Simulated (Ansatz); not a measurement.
System: C3H4B, charge 0, multiplicity 2. It need not be the lowest isomer of its formula. 
Geometry from a B3LYP-D3(BJ)/def2-TZVP (Ansatz, a quantum-chemistry and plane-wave program) optimisation:
```xyz
8

C      2.0912    -0.0194     0.0635
C      0.8755    -0.1397     0.0598
B     -0.5482    -0.4144     0.0909
C     -1.9101     0.2595    -0.1308
H      3.1510     0.0658     0.0731
H     -2.0844     0.9257     0.7254
H     -1.9070     0.9008    -1.0195
H     -2.7586    -0.4227    -0.1883
```
Charge 0, spin multiplicity 2.

Total electronic energies in hartree. Cores are frozen in the correlated levels unless marked. Open shells are spin-unrestricted. Spin-orbit coupling is left out. No relativistic terms. CBS marks a two-point X^-3 extrapolation of the correlation energy; Hartree-Fock from the larger set.

The UHF reference is spin-contaminated (<S^2> 0.17 over the pure value in the largest basis). 

```csv
level,program,energy (Eh)
HF/6-31G,Ansatz,-140.46112
B3LYP/def2-TZVPD,Ansatz,-141.50910
r2SCAN0/def2-TZVPD,Ansatz,-141.39229
B2GP-PLYP/def2-TZVPD,Ansatz,___
B2PLYP/def2-TZVPD,Ansatz,___
MP2/cc-pwCVTZ,Ansatz,-141.09832
SCS-MP2/6-31G*,Ansatz,-140.91365
CCSD(T)/cc-pVDZ,Ansatz,-141.01947
"CCSD(T)/CBS(cc-pVTZ,cc-pVQZ)",Ansatz,-141.2184
```

Question: What belongs in the gaps?

Answer: 
- B2GP-PLYP/def2-TZVPD, energy (Eh): -141.32702
- B2PLYP/def2-TZVPD, energy (Eh): -141.36102
